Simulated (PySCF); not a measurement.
The numbers are results of PBE-D3(BJ)/def2-TZVP // B3LYP-D3(BJ)/def2-TZVP (PySCF), not measurements. Gas-phase values, no solvent. One relaxed conformer stands for a flexible species; it need not be the lowest. Excitations are Tamm–Dancoff values on a coarser integration grid. The basis has no diffuse functions, so Rydberg states are missing or too high.

Reference species (SMILES): `C=C(C)C=O` (C–C–C–O torsion 180°) (neutral, multiplicity 1).

- S1–T1 gap (TDA) = 0.50 eV
- HOMO–LUMO gap = 3.14 eV
- S1 oscillator strength = 0.000

After one change: the S1–T1 gap (TDA) rises by 0.11 eV; the HOMO–LUMO gap rises by 0.63 eV; the S1 oscillator strength hardly moves.

Task: What was changed between the two runs? The new species is one of these.
A. `C=CCC=O` (C–C–C–C torsion -120°, C–C–C–O torsion 131°)
B. `C/C=C/C=O` (C–C–C–O torsion 0°)
C. `C/C=C\C=O` (C–C–C–O torsion 1°)

Result: A, `C=CCC=O` (C–C–C–C torsion -120°, C–C–C–O torsion 131°)
